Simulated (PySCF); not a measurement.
These compounds are isomers of formula C₆H₅F₃O.

A. `InChI=1S/C6H5F3O/c7-2-5(9)6-1-4(8)3-10-6/h1H,2-3H2/b6-5-`
B. SMILES CC=C=CC(=O)C(F)(F)F
C. `C=C=C=CCOC(F)(F)F`
D. `O=C1C=C(C(F)(F)F)CC1`

Spectrum 1. 13C{1H} NMR (computed): δ 189.0 (C), 180.4 (C), 131.4 (C), 113.4 (CH), 103.1 (CH2), 72.7 (CH2).

Spectrum 2. 13C{1H} NMR (computed): δ 232.9 (C), 187.1 (C), 126.0 (C), 99.6 (CH), 94.6 (CH), 16.3 (CH3).

Spectrum 3. 13C{1H} NMR (computed): δ 209.2 (C), 172.3 (C), 142.3 (CH), 132.1 (C), 37.2 (CH2), 28.9 (CH2).

Spectrum 4. 13C{1H} NMR (computed): δ 173.3 (C), 153.4 (C), 145.5 (C), 106.3 (CH), 83.6 (CH2), 74.5 (CH2).

PySCF 2.14 calculation with GFN2-xTB geometry and shielding tensors at PBE0/pcSseg-1 (GIAO); isolated molecule, non-relativistic, a single conformation, equivalent nuclei averaged.

Chemical shifts δ = σref − σ; TMS for 13C (186.93 ppm), all at this level. Splittings of carbon signals by F and P are missing where no couplings were computed. Shifts are as computed. Against solution values, carbons near 30 ppm lie about +3 ppm off and those near 130 ppm about +5 ppm (rms about the fit 2.1 ppm; single classes can miss by 10 ppm). Of 1328 compounds with measured shifts, 309 miss one by over three times the rms of a fit or turn the order of signals round; such compounds aren't used in these exercises. Signals without a measured value on file couldn't be tested in this way; 1H shifts scatter by 0.2 ppm about their fit, and single ones miss by 0.5 ppm.

**Question.** Match each spectrum to its structure.

**Answer.** 1–C, 2–B, 3–D, 4–A.

- Spectrum 1 (C): 6 13C signals; δC 189.0 is a central carbon of an allene; δC 131.4 is a CF3 carbon.
- Spectrum 2 (B): 6 13C signals; δC 232.9 is a central carbon of an allene; δC 187.1 is a ketone carbonyl carbon.
- Spectrum 3 (D): 6 13C signals; δC 209.2 is a ketone carbonyl carbon; δC 172.3 is a β carbon of a C=C–C=O unit.
- Spectrum 4 (A): 6 13C signals; δC 153.4 is an alkene carbon bearing oxygen; δC 106.3 is an alkene CH.
